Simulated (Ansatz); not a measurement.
Stepwise reaction of `F[Si]([SiH3])(Cl)Cl` with water, as a gas-phase model of exchange steps in deposition or etching. ΔE in kJ/mol.

Isolated molecules relaxed with PBE0-D4/def2-TZVP in Ansatz; ΔE leaves out vibrations. CBS: MP2 limit from def2 TZ/QZ plus the TZ coupled-cluster correction, frozen cores. This one scheme is used for every species. DFT in def2-TZVPP. B3LYP here is the variant with VWN-RPA as its local correlation; programs differ in this. One conformer a species, not always the lowest.

```
step                                                      reaction  PBE-D4  B3LYP-D4  ωB97M-V  CCSD(T)/CBS
   1     `F[Si]([SiH3])(Cl)Cl` + H₂O → `O[SiH2][Si](F)(Cl)Cl` + H₂   -50.7     -58.8    -56.7        -54.3
   2  `O[SiH2][Si](F)(Cl)Cl` + H₂O → `O[SiH](O)[Si](F)(Cl)Cl` + H₂   -82.2     -88.4    -87.3        -84.0
```

(1) By hand: ΔE of the 2 steps together at CCSD(T)/CBS.

## Answers

(1) (-54.3) + (-84.0) = -138.3 kJ/mol, or -69.2 kJ/mol a step.

In ΔE each step is lower than the one before. All are downhill at CCSD(T)/CBS. PBE-D4 differs from CCSD(T)/CBS by 1.8 to 3.6 kJ/mol a step. Isolated molecules leave out the surface, adducts and barriers. Largest T1 diagnostic: 0.012.
